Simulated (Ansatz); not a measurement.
Ideal-gas functions of `[OH][Sn]([OH])([F])[F]` at 600 K and 1 bar, from an Ansatz frequency run at PBE0-D4/def2-TZVP.

Molar mass 190.72 g/mol, point group C2 (symmetry number 2), electronic degeneracy 1, moments of inertia 169.434, 178.681, 185.899 u Å². Harmonic wavenumbers (cm⁻¹, unscaled): 107, 139, 152, 180, 183, 190, 215, 637, 649, 669, 688, 882, 901, 3871, 3873.

Use S(trans) = R[1.5 ln M + 2.5 ln T − 1.1517]; rotational temperatures θ = 24.2544 K / I; S(rot) = R[ln(√π/σ · √(T³/θAθBθC)) + 1.5]; for each mode x = 1.438777 ν̃/T, S = R[x/(eˣ − 1) − ln(1 − e⁻ˣ)] and H = RT x/(eˣ − 1); 1 cm⁻¹ = 0.0119627 kJ/mol; R = 8.31446 J/(mol·K).

By hand: the entropy, in J/(mol·K).

Translation 188.9. Rotation: θ = 0.1431, 0.1357, 0.1305 K, giving 116.1. Vibration, mode by mode: 19.65, 17.49, 16.75, 15.36, 15.23, 14.92, 13.91, 5.56, 5.43, 5.22, 5.03, 3.48, 3.36, 0.01, 0.01, in all 141.4. Electronic 0.0. Sum 446.4 J/(mol·K).

By hand: H − E and G − E in kJ/mol, counted from the electronic energy.

Zero-point energy ½ × 13336 × 0.0119627 = 79.8; thermal vibration 39.4; translation, rotation and pV give 4 RT = 20.0. H − E = 139.2 kJ/mol, and G − E = 139.2 − 600 × 446.4/1000 = -128.6 kJ/mol.

Vibration gives 32 % of the entropy, 37.1 J/(mol·K) of it from the modes under 150 cm⁻¹: soft modes count most, and the harmonic formula is weakest for them. The sum counts one conformer and one mirror image; others add a mixing term.
